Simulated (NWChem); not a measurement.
System: BHIF; SMILES B(F)I

Output (shortened):

```
             Northwest Computational Chemistry Package (NWChem) 7.3.0
             --------------------------------------------------------

                             Geometry "geometry" -> ""
                             -------------------------

 Output coordinates in angstroms (scale by  1.889725989 to convert to a.u.)

  No.       Tag          Charge          X              Y              Z
 ---- ---------------- ---------- -------------- -------------- --------------
    1 B                    5.0000    -0.57212700    -1.44529400     0.00000000
    2 F                    9.0000     0.33963600    -2.38366300     0.00000000
    3 H                    1.0000    -1.74153600    -1.72881100     0.00000000
    4 I                   53.0000     0.03272600     0.59197900     0.00000000

 Effective nuclear repulsion energy (a.u.)     182.5494790828

                                 NWChem DFT Module
                                 -----------------

 Summary of "ao basis" -> "ao basis" (spherical)
 ------------------------------------------------------------------------------
       Tag                 Description            Shells   Functions and Types
 ---------------- ------------------------------  ------  ---------------------
 B                         def2-svpd                 8       20   4s2p2d
 F                         def2-svpd                 9       23   4s3p2d
 H                         def2-svpd                 4        8   2s2p
 I                         def2-svpd                13       35   5s5p3d

            General Information
            -------------------
          SCF calculation type: DFT
          Wavefunction type:  closed shell.
          No. of atoms     :     4
          No. of electrons :    40
           Alpha electrons :    20
            Beta electrons :    20
          Charge           :     0
          Spin multiplicity:     1
          Use of symmetry is: off; symmetry adaption is: off
          Maximum number of iterations: 150
          AO basis - number of functions:    86
                     number of shells:    34
          Convergence on energy requested:  1.00D-06
          Convergence on density requested:  1.00D-05
          Convergence on gradient requested:  5.00D-04

              XC Information
              --------------
                         PBE0 Method XC Functional
                     Hartree-Fock (Exact) Exchange  0.250
          PerdewBurkeErnzerhof Exchange Functional  0.750
            Perdew 1991 LDA Correlation Functional  1.000 local
           PerdewBurkeErnz. Correlation Functional  1.000 non-local

             Grid Information
             ----------------
          Grid used for XC integration:  medium
          Radial quadrature: Mura-Knowles
          Angular quadrature: Lebedev.
          Tag              B.-S. Rad. Rad. Pts. Rad. Cut. Ang. Pts.
          ---              ---------- --------- --------- ---------
          B                   0.85       49          12.0       434
          F                   0.50       49          12.0       434
          H                   0.35       45          12.0       434
          I                   1.40      123          12.0       590
          Grid pruning is: on
          Number of quadrature shells:   266
          Spatial weights used:  Erf1

      Superposition of Atomic Density Guess
      -------------------------------------

 Sum of atomic energies:        -471.42731490

      Non-variational initial energy
      ------------------------------

 Total energy =    -421.619350
 1-e energy   =    -884.146572
 2-e energy   =     364.488760
 HOMO         =      -0.348523
 LUMO         =       0.013452

   convergence    iter        energy       DeltaE   RMS-Dens  Diis-err
 ---------------- ----- ----------------- --------- --------- ---------
 d= 0,ls=0.0,diis     1   -422.7888626819 -5.21D+02  1.51D-02  4.75D-01
 d= 0,ls=0.0,diis     2   -422.7453597080  4.35D-02  8.07D-03  1.04D+00
 d= 0,ls=0.0,diis     3   -422.8561577928 -1.11D-01  1.13D-03  6.66D-03
 d= 0,ls=0.0,diis     4   -422.8564989196 -3.41D-04  5.61D-04  2.06D-03
 d= 0,ls=0.0,diis     5   -422.8567341146 -2.35D-04  1.77D-04  1.71D-04
  Resetting Diis
 d= 0,ls=0.0,diis     6   -422.8567633152 -2.92D-05  2.39D-05  2.52D-06
 d= 0,ls=0.0,diis     7   -422.8567635638 -2.49D-07  6.70D-06  8.65D-08

         Total DFT energy =     -422.856763563784
      One electron energy =     -885.589921871177
           Coulomb energy =      401.686332296063
    Exchange-Corr. energy =      -36.991634965164
 Nuclear repulsion energy =       98.038460976494

 Numeric. integr. density =       39.999995847114

                       DFT Final Molecular Orbital Analysis
                       ------------------------------------

 Vector   18  Occ=2.000000D+00  E=-3.533690D-01
              MO Center= -3.5D-01, -5.7D-01, -5.5D-10, r^2= 3.4D+00
   Bfn.  Coefficient  Atom+Function         Bfn.  Coefficient  Atom+Function
  ----- ------------  ---------------      ----- ------------  ---------------
    64      0.448315  4 I  py                67      0.332825  4 I  py
    44      0.256094  3 H  s                  6      0.231866  1 B  py
     5      0.227014  1 B  px                26     -0.218826  2 F  py
    25     -0.198794  2 F  px                61     -0.180659  4 I  py
    29      0.156281  2 F  py                58     -0.147175  4 I  py

 Vector   19  Occ=2.000000D+00  E=-3.055925D-01
              MO Center= -1.9D-02,  3.8D-01,  4.6D-09, r^2= 2.2D+00
   Bfn.  Coefficient  Atom+Function         Bfn.  Coefficient  Atom+Function
  ----- ------------  ---------------      ----- ------------  ---------------
    65      0.594383  4 I  pz                68      0.492155  4 I  pz
    62     -0.239028  4 I  pz                59     -0.194287  4 I  pz
     7     -0.127561  1 B  pz                27      0.105313  2 F  pz
    10      0.079851  1 B  pz                30     -0.076876  2 F  pz
    33     -0.036802  2 F  pz                78     -0.027129  4 I  d -1

 Vector   20  Occ=2.000000D+00  E=-2.913391D-01
              MO Center= -5.4D-03,  4.8D-01,  7.4D-11, r^2= 2.2D+00
   Bfn.  Coefficient  Atom+Function         Bfn.  Coefficient  Atom+Function
  ----- ------------  ---------------      ----- ------------  ---------------
    63      0.597633  4 I  px                66      0.515843  4 I  px
    60     -0.240046  4 I  px                57     -0.194809  4 I  px
    64     -0.140822  4 I  py                24     -0.130074  2 F  s
     3      0.115496  1 B  s                 67     -0.113107  4 I  py
    45      0.088344  3 H  s                 44      0.086536  3 H  s

 Vector   21  Occ=0.000000D+00  E=-5.953568D-02
              MO Center= -5.3D-01, -1.1D+00, -5.7D-10, r^2= 3.0D+00
   Bfn.  Coefficient  Atom+Function         Bfn.  Coefficient  Atom+Function
  ----- ------------  ---------------      ----- ------------  ---------------
     7      0.569159  1 B  pz                10     -0.483025  1 B  pz
    68      0.244449  4 I  pz                27     -0.234260  2 F  pz
    65      0.204501  4 I  pz                30      0.197541  2 F  pz
    83      0.138542  4 I  d -1              78      0.092566  4 I  d -1
    33      0.087912  2 F  pz                19     -0.081536  1 B  d  1

 Vector   22  Occ=0.000000D+00  E= 2.727399D-03
              MO Center=  2.1D-01,  1.2D+00,  5.2D-09, r^2= 7.4D+00
   Bfn.  Coefficient  Atom+Function         Bfn.  Coefficient  Atom+Function
  ----- ------------  ---------------      ----- ------------  ---------------
     4      0.838270  1 B  s                 70      0.809099  4 I  py
    55     -0.358457  4 I  s                 69      0.360066  4 I  px
     2      0.344194  1 B  s                 54     -0.332408  4 I  s
     3      0.324131  1 B  s                 24     -0.324050  2 F  s
    67      0.322432  4 I  py                 6     -0.304202  1 B  py

 Vector   23  Occ=0.000000D+00  E= 1.847722D-02
              MO Center= -5.4D-01, -1.0D+00,  7.0D-08, r^2= 1.0D+01
   Bfn.  Coefficient  Atom+Function         Bfn.  Coefficient  Atom+Function
  ----- ------------  ---------------      ----- ------------  ---------------
     4      2.503028  1 B  s                  3     -1.455327  1 B  s
    24     -0.929524  2 F  s                  8      0.747215  1 B  px
    45      0.623791  3 H  s                 70      0.285537  4 I  py
    55     -0.273368  4 I  s                 49      0.271110  3 H  px
     9     -0.267811  1 B  py                67     -0.190330  4 I  py

     Multipole analysis of the density
     ---------------------------------

     L   x y z        total         alpha         beta         nuclear
     -   - - -        -----         -----         ----         -------
     0   0 0 0     -0.000000    -20.000000    -20.000000     40.000000

     1   1 0 0     -0.244525      0.564934      0.564934     -1.374392
     1   0 1 0      0.011395     14.753850     14.753850    -29.496304
     1   0 0 1     -0.000000     -0.000000     -0.000000      0.000000

     2   2 0 0    -28.768367    -24.623394    -24.623394     20.478420
     2   1 1 0      1.647438      0.210615      0.210615      1.226207
     2   1 0 1      0.000000      0.000000      0.000000      0.000000
     2   0 2 0    -28.243862   -145.056403   -145.056403    261.868943
     2   0 1 1     -0.000000     -0.000000     -0.000000      0.000000
     2   0 0 2    -27.947647    -13.973823    -13.973823      0.000000

 *** CALLING NEW AORESP DRIVER FOR CLOSED AND OPEN SHELLS ***
 Entering AOResponse driver routine

--------------------------------------------------------------------------------

          -----------------------------------------------
          Solving response equations for perturbing field
          -----------------------------------------------

 number of frequencies:     1
 frequency in a.u.:  0.0000000E+00
 Perturbing field: electric
 Using El. Dipole Length Gauge

 Setting up CPKS with frequency omega =      0.00000000 a.u.

 STATIC response

                                NWChem CPHF Module
                                ------------------

  scftype          =     RHF
  nclosed          =       20
  nopen            =        0
  variables        =     1320
  # of vectors     =        3
  tolerance        = 0.10D-03
  level shift      = 0.00D+00
  max iterations   =       50
  max subspace     =       30

 SCF residual:    3.0467837993581389E-004

Iterative solution of linear equations
  No. of variables     1320
  No. of equations        3
  Maximum subspace       30
        Iterations       50
       Convergence  1.0D-04

   iter   nsub   residual    time
   ----  ------  --------  ---------
     1      3    4.54D+00      11.7
     2      6    1.39D+00      16.4
     3      9    8.17D-01      21.0
     4     12    3.24D-02      25.6
     5     15    5.86D-03      30.4
     6     18    1.27D-03      35.1
     7     21    1.97D-04      39.9
     8     24    3.39D-05      44.7

 Electric Dipole Response Matrix (nonzero elements):

              1        2        3
    1   46.4844   4.7132   0.0000
    2    4.7131  61.0683   0.0000
    3    0.0000   0.0000  41.6434

 ------------------------------------------
 average:        49.73203 + I       0.00000

 DFT Linear Response polarizability / au
 Frequency  =       0.0000000 / au
              X              Y              Z
 -----------------------------------------------
 X      46.4843647      4.7131565      0.0000000
 Y       4.7131450     61.0682946      0.0000001
 Z       0.0000000      0.0000001     41.6434218
 -----------------------------------------------
 Eigenvalues =      45.0937841     62.4588751     41.6434218
 Isotropic   =      49.7320270
 Anisotropic =      19.3227131
 -----------------------------------------------

 Magnetic Dipole Response Matrix (nonzero elements):

 Exiting AOResponse driver routine
```

Level: PBE0/def2-SVPD with def2 effective core potentials on I. Coordinates come from a PBE0/def2-SVP optimisation. No frequency run checked for a minimum. def2 effective core potentials on I; no spin-orbit coupling.

**Question.** Reconstruct the input file.

**Answer.** One answer among several that fit: the input that was run:
```
start job
memory heap 200 mb stack 900 mb global 1100 mb
geometry units angstroms noautosym nocenter noautoz
  B     -0.572127    -1.445294     0.000000
  F      0.339636    -2.383663     0.000000
  H     -1.741536    -1.728811     0.000000
  I      0.032726     0.591979     0.000000
end
basis spherical
  * library def2-svpd
end
ecp
  I library def2-ecp
end
dft
  xc pbe0
  iterations 150
end
property
  response 1 0.0
end
task dft property
```
